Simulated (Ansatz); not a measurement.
`C[Si](F)(S)Cl` + H₂O → `C[Si](O)(F)Cl` + H₂S  (formal hydrolysis of the Si–S bond)

Calculated with Ansatz (gas phase, PBE0-D4/def2-TZVP geometries, no zero-point term in ΔE). CCSD(T)/CBS adds triple-zeta CCSD(T) − MP2 to the extrapolated MP2 energy (def2 sets, frozen cores). This one scheme is used for every species. Functionals use def2-TZVPP. One conformer a species, not always the lowest.

CCSD(T)/CBS gives -0.56 eV.

Q: Another level gave -0.50 eV. Which?
A. revPBE-D4/def2-TZVPP
B. PBE/def2-TZVPP
C. CCSD/def2-TZVPP
D. r2SCANh-D4/def2-TZVPP

A: B. PBE -0.50, r2SCANh-D4 -0.59, CCSD/def2-TZVPP -0.66, revPBE-D4 -0.44 eV.

Largest T1 diagnostic among the species: 0.011.

Leaving LDA and LC-ωPBE aside and taking each functional with its dispersion term where it has one, the values, not all of them listed here, spread over 0.24 eV, from CAM-B3LYP-D4 to revPBE-D4. LDA lies −0.05 eV from PBE without D4. The D4 term adds +0.07 eV with B3LYP and +0.04 eV with PBE0; it sums over pairs of atoms, weighted by their polarisabilities, and B3LYP, whose exchange is more repulsive, gets the larger term.

B3LYP here is the variant with VWN-RPA as its local correlation; programs differ in this.
